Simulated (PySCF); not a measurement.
## Si (silicon, neutral) across methods

[Ne] 3s2 3p2, high-spin 3P determinant. All numbers are calculated (PySCF 2.14, the spin-free X2C one-electron Hamiltonian (Gaussian nucleus), in aug-cc-pCVQZ-DK (10s9p7d5f3g, 134 functions)).

| method | E (hartree) | mean ε 3s α (eV) | mean ε 3s β (eV) | mean ε 3p α (eV) | Σ⟨r²⟩ (bohr²) | ⟨S²⟩ |
| --- | --- | --- | --- | --- | --- | --- |
| TPSS | -290.0064 | -11.520 | -9.661 | -4.726 | 31.68 | 2.006 |
| r2SCAN | -289.9583 | -11.714 | -9.791 | -4.902 | 31.69 | 2.010 |
| PBE0 | -289.8669 | -12.839 | -10.756 | -5.620 | 31.75 | 2.006 |
| UHF | -289.46133 | -16.915 | -12.646 | -8.190 | 32.11 | 2.016 |
| M06 | -289.9715 | -12.565 | -10.717 | -5.153 | 31.70 | 2.002 |
| r2SCAN0 | -289.9549 | -13.124 | -10.768 | -5.829 | 31.63 | 2.010 |
| LDA | -288.8209 | -11.338 | -9.918 | -4.564 | 32.09 | 2.002 |
| PBE | -289.8438 | -11.268 | -9.741 | -4.599 | 32.00 | 2.004 |
